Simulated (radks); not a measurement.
Problem. Species: Si IV. Configuration: [Ne] 3s1 (the NIST ground configuration). Calculated with a radial shooting solver on a logarithmic mesh with Libxc functionals: Dirac Kohn-Sham, PBE, spin-unpolarised, spherical densities, finite nucleus; Fermi nuclear charge, rms radius 3.1224 fm. Some entries of the table are withheld. Estimate them.

orbital  occ.  eigenvalue (hartree)  <1/r> (bohr^-1)
1s1/2       2                   (1)            13.64
2s1/2       2              -6.46306              (2)
2p1/2       2              -4.86710              (3)
2p3/2       4              -4.84309              (4)
3s1/2       1              -1.45111              (5)

Solution. 
(1) 1s1/2 eigenvalue (hartree): -67.01172
(2) 2s1/2 <1/r> (bohr^-1): 2.590
(3) 2p1/2 <1/r> (bohr^-1): 2.480
(4) 2p3/2 <1/r> (bohr^-1): 2.467
(5) 3s1/2 <1/r> (bohr^-1): 0.7447
